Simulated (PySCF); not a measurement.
Bonds (- single, = double, # triple, : aromatic): C1:C2 1.396 Å, C2:C3 1.382 Å, C3:C4 1.383 Å, C4:O5 1.359 Å, O5:C6 1.348 Å, C6:N7 1.282 Å, N7:C8 1.379 Å, C8:C9 1.388 Å, C9:C1 1.380 Å, C8:C4 1.410 Å. C1 carries H10; C2 carries H11; C3 carries H12; C6 carries H13; C9 carries H14.

PySCF 2.14 calculation with GIAO PBE0/pcSseg-1 shieldings and structure optimised with GFN2-xTB; no relativistic terms, single conformer, no solvent model.

Chemical shifts δ = σref − σ; TMS for 13C and 1H; H2O for 17O; 15N against NH3, all at this level.

```
atoms  nucleus  count  Hirshfeld charge  δ (ppm)
  H11       1H      1              0.05     7.73
   C8      13C      1              0.02        ?
   C2      13C      1             -0.05    129.4
   C3      13C      1             -0.06        ?
   C6      13C      1              0.10    156.6
   N7      15N      1             -0.20    289.4
   C1      13C      1             -0.05    129.7
   O5      17O      1             -0.07    288.8
  H12       1H      1              0.06     7.85
  H14       1H      1              0.06     8.27
   C4      13C      1              0.06    157.3
   C9      13C      1             -0.05        ?
  H13       1H      1              0.08     7.91
  H10       1H      1              0.05        ?
```

Task: Complete the table.

Result: 
- C8: 147.6 ppm, ring-fusion aromatic carbon
- C9: 126.9 ppm, aromatic CH; the aromatic region
- C3: 115.8 ppm, aromatic CH
- H10: 7.75 ppm, hydrogen on an aromatic CH; the ring current deshields protons in the ring plane

Shifts are as computed. Against solution values, carbons near 30 ppm lie about +3 ppm off and those near 130 ppm about +5 ppm. Of 1211 compounds with measured shifts, 218 miss one by over three times the rms of a fit or turn the order of signals round; such compounds aren't used in these exercises. Unscaled 17O shifts of doubly bonded oxygen tend to come out too high, by tens of ppm or more. Experimental scales use liquid or dissolved standards, which lie at an offset from isolated NH3 (liquid NH3: subtract about 20 ppm) and H2O (liquid H2O: subtract about 36 ppm). Unscaled 15N shifts of sp2 nitrogen come out 20 to 40 ppm too high even then.
